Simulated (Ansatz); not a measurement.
`BC[SiH2]F` + HCl → `BC[SiH2]Cl` + H–F at 400 K and 1 bar (ligand exchange at the Si–F bond).

Program: Ansatz. Geometries: PBE0-D4/def2-TZVP. ΔE: electronic, gas phase. CCSD(T)/CBS adds triple-zeta CCSD(T) − MP2 to the extrapolated MP2 energy (def2 sets, frozen cores). This one scheme is used for every species. Each species was taken in one conformer, which may not be the lowest.

```tsv
species	CCSD(T)/CBS energy (Eh)	H − E (kJ/mol)	S (J/(mol·K))
`BC[SiH2]F`	-455.38132	207.2	354.3
HCl	-460.38127	29.6	195.4
`BC[SiH2]Cl`	-815.35378	205.3	367.6
H–F	-100.39570	36.5	182.2
```

H − E and S are ideal-gas, rigid-rotor, harmonic terms from PBE0-D4/def2-TZVP, for one conformer and one mirror image of each species. 1 Eh = 2625.50 kJ/mol, R = 8.31446 J/(mol·K).

Q: By hand: ΔE, ΔH, ΔS and ΔG.

A: ΔE = (-815.35378) + (-100.39570) − (-455.38132) − (-460.38127) = 0.01311 Eh = 34.4 kJ/mol. Δ(H − E) = 205.3 + 36.5 − 207.2 − 29.6 = 5.0, so ΔH = 39.4 kJ/mol. ΔS = 367.6 + 182.2 − 354.3 − 195.4 = 0.1 J/(mol·K). ΔG = 39.4 − 400 × (0.1)/1000 = 39.4 kJ/mol.

Q: By hand: the equilibrium constant, and the temperature at which ΔG would vanish if ΔH and ΔS stayed fixed.

A: log₁₀ K = −ΔG/(RT ln 10) = -5.1. ΔG = 0 at ΔH/ΔS = 394000 K, far beyond where these terms or the molecules hold.

The number of gas molecules stays the same, so ΔS is small and ΔH decides. A doubt of 5 kJ/mol in ΔE shifts log₁₀ K by 0.7 here. Other conformers and mirror images would add mixing entropy, several J/(mol·K) or more a flexible species. Modes under 60 cm⁻¹, often nearly free rotors, make the harmonic entropy too high. These are equilibria of isolated gas molecules and say nothing of rates. Largest T1 diagnostic: 0.011 (customary marks: 0.02 for closed shells, 0.045 for open ones).
